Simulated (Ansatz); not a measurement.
Job for Ansatz (an electronic-structure program): R-PBE/cc-pVTZ on CH5Ga (SMILES [CH3][GaH2]), a point of a bond scan (R = 1.979 Å).

Ansatz 0.2 input:
```yaml
crystal:
  periodic: [false, false, false]
  atoms:
    - {symbol: C, position_ang: [-1.56095123, -0.12280766, 0.00123703]}
    - {symbol: Ga, position_ang: [0.41256666, 0.02978142, -0.00135649]}
    - {symbol: H, position_ang: [-1.98854607, 0.49917965, -0.78831952]}
    - {symbol: H, position_ang: [-1.90125078, -1.14877881, -0.13142206]}
    - {symbol: H, position_ang: [-1.95364954, 0.25454584, 0.94939406]}
    - {symbol: H, position_ang: [1.08437150, 1.45472068, 0.05188893]}
    - {symbol: H, position_ang: [1.33521576, -1.24604535, -0.04691236]}
basis:
  gaussian:
    orbitals: cc-pVTZ
    pivot_positions_ang: [[-1.56095123, -0.12280766, 0.00123703], [0.41256666, 0.02978142, -0.00135649], [-1.98854607, 0.49917965, -0.78831952], [-1.90125078, -1.14877881, -0.13142206], [-1.95364954, 0.25454584, 0.94939406], [1.08437150, 1.45472068, 0.05188893], [1.33521576, -1.24604535, -0.04691236]]
hamiltonian:
  xc: {name: PBE}
scf: {lower_state_search: off}
output: {orbitals: {seedname: ./end}}
```

Problem. What total energy does the run end on?

Solution. -1965.6345 hartree.
